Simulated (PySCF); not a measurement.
# Electron correlation in Tc²⁶⁺ (technetium, charge +26)

[Ne] 3s2 3p5, 2P determinant. All numbers are calculated (PySCF 2.14, the spin-free X2C one-electron Hamiltonian (Gaussian nucleus), in an even-tempered Gaussian basis (18 s from 3.1 bohr⁻², ratio 2.5; 12 p from 4.1 bohr⁻², ratio 2.5; 5 d from 20 bohr⁻², ratio 2.7; 4 f from 30 bohr⁻², ratio 2.7)). Frozen: 1s2; 15 electrons correlated; the 21 highest virtual orbitals of each spin left out.

| level | correlation energy (mhartree) |
| --- | --- |
| CCSD | -605.27 |
| (T) | -1.79 |
| CCSD(T) | -607.06 |

Diagnostics: T1 = 0.00091, D1 = 0.0041, largest double amplitude 0.026.

Spin-orbit coupling, absent here, splits the open shell strongly.

Cost of the coupled-cluster step: of the order of 70 core-seconds, for 15 correlated electrons.

Iterations:

```
CC2 = 0
CCSD nocc = (np.int64(8), np.int64(7)), nmo = (85, 85)
frozen orbitals [[0, 86, 87, 88, 89, 90, 91, 92, 93, 94, 95, 96, 97, 98, 99, 100, 101, 102, 103, 104, 105, 106], [0, 86, 87, 88, 89, 90, 91, 92, 93, 94, 95, 96, 97, 98, 99, 100, 101, 102, 103, 104, 105, 106]]
max_cycle = 100
direct = 0
conv_tol = 1e-08
conv_tol_normt = 1e-06
diis_space = 8
diis_start_cycle = 0
Init t2, MP2 energy = -0.590677460577463
Init E_corr(UCCSD) = -0.590677460577494
cycle = 1  E_corr(UCCSD) = -0.602229634037277  dE = -0.0115521735  norm(t1,t2) = 0.0102134
cycle = 2  E_corr(UCCSD) = -0.604700518552407  dE = -0.00247088452  norm(t1,t2) = 0.00222396
cycle = 3  E_corr(UCCSD) = -0.605278369254057  dE = -0.000577850702  norm(t1,t2) = 0.000541991
cycle = 4  E_corr(UCCSD) = -0.605269349220077  dE = 9.02003398e-06  norm(t1,t2) = 3.1986e-05
cycle = 5  E_corr(UCCSD) = -0.605268905868248  dE = 4.43351828e-07  norm(t1,t2) = 2.17933e-06
cycle = 6  E_corr(UCCSD) = -0.60526904956705  dE = -1.43698802e-07  norm(t1,t2) = 2.62089e-07
cycle = 7  E_corr(UCCSD) = -0.605269046334005  dE = 3.2330455e-09  norm(t1,t2) = 1.90318e-08
UCCSD converged
E(UCCSD) = -3831.945186716631  E_corr = -0.6052690463340046
UCCSD(T) correction = -0.00179068295489425
```

At this charge the one-electron X2C treatment keeps the bare 1/r₁₂, with no two-electron picture change or Breit term. The effect here is smaller than on the frozen 1s shell; and a scalar Hamiltonian misses the large spin-orbit splitting of the p shells, which matters for ns² → np² pairs.
